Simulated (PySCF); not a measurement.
# Fine-structure interval of Pb⁺ by level of theory

Pb⁺ [Xe] 4f14 5d10 6s2 6p1 [6p1/2^1, M_J = 1/2] → Pb⁺ [Xe] 4f14 5d10 6s2 6p1 [6p3/2^1, M_J = 3/2], as a difference of total energies. All numbers are calculated (PySCF 2.14, the two-component X2C-1e Hamiltonian, in x2c-TZVPPall-2c). Correlated levels: [Kr] 4d10 4f14 frozen; the 24 highest virtual spinors dropped. "Screened" scales the spin-orbit matrix elements by Boettger's factors to mimic the two-electron term; Breit and QED terms are absent.

```csv
method,fine-structure interval (cm⁻¹),error (cm⁻¹)
GHF (screened spin-orbit),14708,+627
GMP2 (screened spin-orbit),13585,-496
GHF (bare spin-orbit),15071,+990
```

Reference: 14081 cm⁻¹ (measured; NIST Handbook of Basic Atomic Spectroscopic Data (Sansonetti and Martin, J. Phys. Chem. Ref. Data 34, 1559 (2005))).

Errors of the correlated levels include the incompleteness of this basis and the frozen core.
